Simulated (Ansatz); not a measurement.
Reaction (formal exchange of groups at the Al–S bond): `C[S][AlH2]` + `CCC[TeH]` → `[AlH2][CH2]C[TeH]` + `CSC`

Calculated with Ansatz (gas phase, PBE0-D4/def2-TZVP geometries, no zero-point term in ΔE). CBS: MP2 limit from def2 TZ/QZ plus the TZ coupled-cluster correction, frozen cores. Functionals use def2-TZVPP. B3LYP here is the variant with VWN-RPA as its local correlation; programs differ in this. Elements past krypton have def2 core potentials. For Te outer-core shells are correlated without core-valence functions, which leaves a few kJ/mol of doubt a bond. One conformer a species, not always the lowest.

```json
{"level": "B3LYP", "ΔE (kcal/mol)": "30.3"}
{"level": "MP2/def2-QZVPP", "ΔE (kcal/mol)": "31.4"}
```

**Question.** What does CCSD(T)/CBS give? (Estimate.)

**Answer.** Computed: +31.3 kcal/mol. The listed levels differ from it by -1.0, 0.1 kcal/mol.

Largest T1 diagnostic among the species: 0.011.

In def2-TZVPP, CCSD(T) changes the Hartree–Fock value by −1.0 kcal/mol (the triples alone add −0.1 kcal/mol) and MP2 by −1.0 kcal/mol. From PBE to PBE0 (25 % exact exchange), in def2-TZVPP and without D4, ΔE moves by +0.9 kcal/mol.
